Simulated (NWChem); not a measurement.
Species: CHCl, singlet; SMILES [CH]Cl

All runs: NWChem. Low-valent species are run as closed-shell singlets; no triplet was tried in these runs. The geometry was optimised at B3LYP/6-31G* (spherical d). Ions are spin-unrestricted doublets at the neutral geometry; other ion states weren't tried. Functional: LC-ωPBE (HJS hole) with def2-SVP; the question gives the range parameter ω in 1/bohr.

Predict the results for range parameter (1/bohr) 0.80. Quantities: vertical ionisation energy, ΔSCF (eV); −ε(HOMO) (eV).


| Item | Value |
|---|---|
| vertical ionisation energy, ΔSCF (eV) | 10.34 |
| −ε(HOMO) (eV) | 11.17 |
